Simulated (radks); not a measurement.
Initial-state core-level shifts of the cerium ion Ce2+ when its valence configuration changes from [Xe] 4f2. All-electron calculation, scalar-relativistic Kohn-Sham, LDA (Slater exchange, Perdew-Wang correlation), spin-polarised, spherical densities, finite nucleus; open shells are filled with parallel spins first (spin-orbit coupling, left out, can overturn this in heavy ions); Fermi nuclear charge, rms radius 4.8771 fm. Program: a radial shooting solver on a logarithmic mesh with Libxc functionals. Shifts are changes of the shell-averaged eigenvalues in eV (positive: less bound); the change of the density at the nucleus, which sets a Mossbauer isomer shift, is in e/bohr^3, on a base of 3.96e+05.

[
 {"valence": "5d2", "2s": "-15.372", "2p": "-15.139", "3s": "-17.756", "4p": "-15.744", "density at nucleus": "+44.43"},
 {"valence": "4f1 5d1", "2s": "-7.059", "2p": "-6.956", "3s": "-8.119", "4p": "-7.331", "density at nucleus": "+19.97"},
 {"valence": "6p2", "2s": "-23.347", "2p": "-23.091", "3s": "-25.626", "4p": "-23.428", "density at nucleus": "+53.93"},
 {"valence": "5d0.5 6p1.5", "2s": "-21.318", "2p": "-21.068", "3s": "-23.629", "4p": "-21.487", "density at nucleus": "+51.21"},
 {"valence": "4f1.5 5d0.5", "2s": "-3.347", "2p": "-3.299", "3s": "-3.842", "4p": "-3.499", "density at nucleus": "+9.36"},
 {"valence": "4f1 6s1", "2s": "-9.751", "2p": "-9.642", "3s": "-10.751", "4p": "-9.924", "density at nucleus": "+53.63"},
 {"valence": "5d1.5 6p0.5", "2s": "-17.339", "2p": "-17.101", "3s": "-19.702", "4p": "-17.653", "density at nucleus": "+46.46"},
 {"valence": "6s1 6p1", "2s": "-22.350", "2p": "-22.097", "3s": "-24.623", "4p": "-22.436", "density at nucleus": "+88.37"}
]
